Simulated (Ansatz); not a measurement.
Cartesian coordinates in Å:
```
C -0.680 -0.274 -1.778
Si -1.176 0.189 -0.051
O 0.133 0.715 0.805
Si 1.458 0.259 1.611
Cl 2.475 -1.182 0.551
H 0.047 -1.088 -1.769
H -1.554 -0.601 -2.348
H -0.235 0.578 -2.298
H -1.770 -0.979 0.656
H -2.155 1.304 -0.052
H 2.355 1.422 1.758
H 1.103 -0.343 2.915
```

Charge 0, multiplicity 1.

**Question.** List the ωB97M-V/def2-TZVPP orbital energies in eV (Ansatz 0.2.0). (An estimate is asked.)

**Answer.** The calculation gave: Occupied: -2771.89, -1808.45, -1807.48, -526.39, -281.07, -262.30, -199.76, -199.65, -199.65, -149.34, -148.47, -103.51, -103.45, -103.41, -102.62, -102.56, -102.55, -30.99, -25.83, -22.52, -19.19, -16.60, -14.89, -14.77, -14.41, -13.91, -13.73, -12.63, -12.57, -11.80, -11.43, -11.14, -10.93. Lowest empty: 1.90, 2.35, 2.58, 3.02, 3.40, 3.77, 3.83, 4.24.
